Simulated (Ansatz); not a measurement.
```
atom    x (Å)    y (Å)    z (Å)
   C   0.0811  -0.0141  -0.6705
   O   0.0237  -0.0937   0.6556
   H  -0.0319   0.8123   1.0183
   H   0.0846  -1.0133  -1.1106
   H  -0.4309   0.8418  -1.2370
```

Basis set: STO-3G (spherical functions). Frozen core: 2 orbitals. Charge 0, multiplicity 2.

Computed with Ansatz (development build ahead of 0.2.0); each method stands on the lowest determinant of its kind that the runs found.

**Question.** Give the atomization energy at this shape (free ground-state atoms in the same class of orbitals less the molecule, no zero-point energy) of doublet CH₃O by UHF-MP2, UHF.

**Answer.**

| method | atomization energy |
| --- | --- |
| UHF-MP2 | 15.59 eV |
| UHF | 13.77 eV |

This basis has no polarisation functions and is too small for such energies, which can lie far from measured ones in either direction.
